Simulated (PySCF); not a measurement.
Magnetic shielding above rings: a mixed set.

Probes without a nucleus sit at each ring's centroid and 1 Å off its mean plane on both sides; NICS is minus the shielding there, NICSzz its component along the normal. Level: GIAO PBE0/pcSseg-1 (PySCF, non-relativistic, gas phase) on the GFN2-xTB geometries, one conformer each. Atom numbers follow the mapped SMILES.

Task: Order these rings by mean NICS(1)zz, lowest (most negative) first (ppm).
A. ring P3–C4–C5–S6–C7–C8 in `[CH3:1][CH2:2][P:3]1[CH2:4][CH2:5][S:6][CH2:7][CH2:8]1`
B. ring C4–C5–C6–C8–C9–O10 in `[N:1]#[C:2][CH2:3][C@@H:4]1[CH2:5][C:6](=[O:7])[CH2:8][CH2:9][O:10]1`
C. ring Si4–S5–C6–C7–S8 in `[CH3:1][C:2](=[S:3])[SiH:4]1[S:5][CH2:6][CH2:7][S:8]1`
D. ring P3–C4–C5–O6–C7–C8 in `[PH2:1][CH2:2][P:3]1[CH2:4][CH2:5][O:6][CH2:7][CH2:8]1`
E. ring N5–C6–C7–N8–N9 in `[CH3:1][CH:2]([CH3:3])[CH2:4][n:5]1[cH:6][cH:7][n:8][n:9]1`
F. ring C2–C3–C4–C5–C7–C8 in `[CH3:1][c:2]1[cH:3][cH:4][c:5]([F:6])[cH:7][c:8]1[F:9]`
G. ring N5–C6–N7–N8–C9 in `[CH3:1][C:2]([CH3:3])([CH3:4])[n:5]1[cH:6][n:7][n:8][cH:9]1`

Result: E (-34.0), G (-30.8), F (-26.8), C (-4.4), B (1.1), D (3.0), A (4.8).

```json
{"SMILES": "CC(C)Cn1ccnn1", "ring": "5-membered ring with 3 N; formal bonds all aromatic", "NICS(0)": "-13.2", "NICS(1)": "-13.2", "NICS(1)zz": "-34.0", "HOMA": "0.95", "rms pucker (Å)": "0.00", "ring atoms with four or more neighbours": "0"}
{"SMILES": "CC(C)(C)n1cnnc1", "ring": "5-membered ring with 3 N; formal bonds all aromatic", "NICS(0)": "-11.6", "NICS(1)": "-11.6", "NICS(1)zz": "-30.8", "HOMA": "0.89", "rms pucker (Å)": "0.00", "ring atoms with four or more neighbours": "0"}
{"SMILES": "Cc1ccc(F)cc1F", "ring": "6-membered carbocycle; formal bonds all aromatic", "NICS(0)": "-11.9", "NICS(1)": "-11.4", "NICS(1)zz": "-26.8", "HOMA": "0.99", "rms pucker (Å)": "0.00", "ring atoms with four or more neighbours": "0"}
{"SMILES": "CC(=S)[SiH]1SCCS1", "ring": "5-membered ring with 2 S and Si; formal bonds all single", "NICS(0)": "-9.0", "NICS(1)": "-5.1", "NICS(1)zz": "-4.4", "HOMA": "–", "rms pucker (Å)": "0.24", "ring atoms with four or more neighbours": "3"}
{"SMILES": "N#CC[C@@H]1CC(=O)CCO1", "ring": "6-membered ring with O; formal bonds all single", "NICS(0)": "-1.2", "NICS(1)": "-1.7", "NICS(1)zz": "1.1", "HOMA": "–", "rms pucker (Å)": "0.23", "ring atoms with four or more neighbours": "4"}
{"SMILES": "PCP1CCOCC1", "ring": "6-membered ring with O and P; formal bonds all single", "NICS(0)": "-3.0", "NICS(1)": "-2.4", "NICS(1)zz": "3.0", "HOMA": "–", "rms pucker (Å)": "0.28", "ring atoms with four or more neighbours": "4"}
{"SMILES": "CCP1CCSCC1", "ring": "6-membered ring with P and S; formal bonds all single", "NICS(0)": "-3.3", "NICS(1)": "-2.4", "NICS(1)zz": "4.8", "HOMA": "–", "rms pucker (Å)": "0.32", "ring atoms with four or more neighbours": "4"}
```

NICS(0) gives another order. The isotropic NICS(1) gives another order. HOMA uses Krygowski's 1993 parameters; it is left out where a ring has a four-coordinate atom, a triple bond, no multiple bond or a kind of bond without parameters. NICS(1) and NICS(1)zz are means over the two faces.
